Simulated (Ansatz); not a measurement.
`[F][AlH][CH2][GeH3]` + H–F → `F[CH2][GeH3]` + `[F][AlH2]` at 500 K and 1 bar (substitution at a C–Al bond).

Computed with Ansatz on PBE0-D4/def2-TZVP structures; ΔE is electronic, products minus reactants. CCSD(T)/CBS adds triple-zeta CCSD(T) − MP2 to the extrapolated MP2 energy (def2 sets, frozen cores). This one scheme is used for every species. For Ge outer-core shells are correlated without core-valence functions, which leaves a few kJ/mol of doubt a bond. Scalar relativity is left out up to krypton. One conformer a species, not always the lowest.

| species | CCSD(T)/CBS energy (Eh) | H − E (kJ/mol) | S (J/(mol·K)) |
| --- | --- | --- | --- |
| `[F][AlH][CH2][GeH3]` | -2459.65666 | 202.9 | 435.1 |
| H–F | -100.39570 | 39.4 | 188.7 |
| `F[CH2][GeH3]` | -2216.93494 | 172.4 | 348.2 |
| `[F][AlH2]` | -343.06661 | 62.3 | 268.8 |

H − E and S are ideal-gas, rigid-rotor, harmonic terms from PBE0-D4/def2-TZVP, for one conformer and one mirror image of each species. 1 Eh = 2625.50 kJ/mol, R = 8.31446 J/(mol·K).

Question: By hand: ΔE, ΔH, ΔS and ΔG.

Answer: ΔE = (-2216.93494) + (-343.06661) − (-2459.65666) − (-100.39570) = 0.05081 Eh = 133.4 kJ/mol. Δ(H − E) = 172.4 + 62.3 − 202.9 − 39.4 = -7.6, so ΔH = 125.8 kJ/mol. ΔS = 348.2 + 268.8 − 435.1 − 188.7 = -6.8 J/(mol·K). ΔG = 125.8 − 500 × (-6.8)/1000 = 129.2 kJ/mol.

Question: By hand: the equilibrium constant, and the temperature at which ΔG would vanish if ΔH and ΔS stayed fixed.

Answer: log₁₀ K = −ΔG/(RT ln 10) = -13.5. ΔH and −TΔS have one sign here, so there is no such temperature.

The number of gas molecules stays the same, so ΔS is small and ΔH decides. A doubt of 5 kJ/mol in ΔE shifts log₁₀ K by 0.5 here. Other conformers and mirror images would add mixing entropy, several J/(mol·K) or more a flexible species. Modes under 60 cm⁻¹, often nearly free rotors, make the harmonic entropy too high. These are equilibria of isolated gas molecules and say nothing of rates. Largest T1 diagnostic: 0.012 (customary marks: 0.02 for closed shells, 0.045 for open ones).

ΔS is within the doubt of such terms, so its sign, and with it that verdict, could turn.
